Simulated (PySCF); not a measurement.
C₃H₇S, SMILES [CH2]SCC, multiplicity 2. Geometry: PBE0-D3(BJ)/def2-SVP. The isomer is the one that the SMILES or the coordinates give; other isomers of the formula were not compared. One conformer was computed; it need not be the lowest.

These are PBE0-D3(BJ)/def2-SVP in PySCF values and carry that method's errors.

Harmonic wavenumbers (cm⁻¹): 111, 220, 233, 291, 369, 388, 681, 763, 865, 911, 993, 1061, 1088, 1263, 1286, 1377, 1389, 1444, 1459, 1472, 3058, 3075, 3138, 3153, 3168, 3171, 3310. Rotational constants (GHz): 10.82, 4.004, 3.346; symmetry number 1.

Problem. Work out the zero-point energy and the ideal-gas rigid-rotor harmonic-oscillator thermochemistry at 298.15 K and 1 atm.

Solution. ZPE = ½ Σ hcν = ½ × 39737 cm⁻¹ = 56.81 kcal/mol. H − E(el) = 61.26 kcal/mol. Entropy in cal/(mol K): translation 38.87, rotation 25.21, vibration 11.87, spin 1.38, total 77.32. G − E(el) = 38.21 kcal/mol. Cp = 22.63 cal/(mol K). Modes under 150 cm⁻¹ make the vibrational entropy uncertain.
